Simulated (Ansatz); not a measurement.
Basis sets compared for Zn₃H₁₂Se₃, a cluster cut from zinc blende ZnSe (hydrogen-capped). The state is a singlet with charge 0. Geometry PBE0-D4/def2-SVP. Ansatz on 4 threads of Intel Xeon on a shared host; times are rough, and most runs start from earlier orbitals.

```xyz
18

Zn    0.783    1.288    3.013
Zn   -2.921   -1.622   -0.430
Zn    2.202    0.205   -2.542
Se    1.973    1.096    0.290
Se   -0.526   -0.876   -2.034
Se   -1.482   -0.150    1.721
H     0.185    2.721    2.819
H     1.472   -0.012    3.546
H    -3.790   -0.404   -0.887
H    -2.373   -3.029   -0.019
H     1.720    1.556   -3.168
H     2.935   -1.133   -2.195
H     2.357    2.503    0.115
H     3.326    0.708    0.712
H    -1.215   -0.301   -3.198
H    -0.335   -2.170   -2.702
H    -2.579    0.728    2.153
H    -1.733   -1.109    2.806
```

Binding counts from free atoms (Zn singlet, Se triplet, H doublet) in the same basis, without a counterpoise term.

```
            level  functions  energy (Eh)  HOMO (eV)  LUMO (eV)  binding per atom (eV)  wall time
        HF/STO-3G        120  -12398.8752      -0.58       6.80                   1.76        9 s
  PBE-D4/def2-SVP        249  -12546.3658      -5.98      -1.76                   2.01      3.2 s
PBE-D4/def2-TZVPD        432  -12548.0720      -6.28      -2.20                   1.98       10 s
 PBE0-D4/def2-SVP        249  -12546.6948      -7.18      -0.87                   1.99        8 s
```

Estimate the rows for HF/def2-TZVP, PBE-D4/def2-TZVP, PBE0-D4/def2-TZVP (with forces).


| level | functions | energy (Eh) | HOMO (eV) | LUMO (eV) | binding per atom (eV) | wall time |
| --- | --- | --- | --- | --- | --- | --- |
| HF/def2-TZVP | 360 | -12539.7918 | -10.02 | 1.76 | 1.35 | 15 s |
| PBE-D4/def2-TZVP | 360 | -12548.0681 | -6.25 | -2.13 | 1.98 | 6.5 s |
| PBE0-D4/def2-TZVP (with forces) | 360 | -12548.3610 | -7.37 | -1.28 | 1.97 | 22 s |
